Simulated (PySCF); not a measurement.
H3NS3W, multiplicity 1. Atoms are numbered in the order given.

```xyz
8

W      0.0568     0.0474    -0.1257
S      0.8849     1.5867     1.0926
S      1.0738    -1.8105     0.0714
N      0.1104     0.6297    -1.9561
H      0.2175     1.5986    -2.2459
H      0.1491    -0.0052    -2.7504
S     -2.1347    -0.4247     0.5462
H     -2.5282     0.8698     0.6260
```

The structure is a stationary point at PBE0-D3(BJ)/def2-SVP. The multiplicity is an assumed one; no other spin state was optimised. The structure was generated by enumeration; whether it is a known compound was not checked. The def2 effective core potentials stand for the cores of W; spin–orbit coupling is left out. The values are those of a single conformer.

All values below come from PBE/def2-TZVP run with PySCF.

ESP charges are fitted to the potential on shells at 1.4 to 2.0 van der Waals radii. Atomic charges (e):

| atom | Mulliken | ESP fit | Löwdin |
|---|---|---|---|
| W1 | 0.78 | 0.38 | -0.42 |
| S2 | -0.27 | -0.19 | 0.11 |
| S3 | -0.26 | -0.13 | 0.14 |
| N4 | -0.60 | -0.76 | -0.31 |
| H5 | 0.26 | 0.38 | 0.16 |
| H6 | 0.26 | 0.37 | 0.16 |
| S7 | -0.34 | -0.22 | 0.08 |
| H8 | 0.17 | 0.18 | 0.07 |
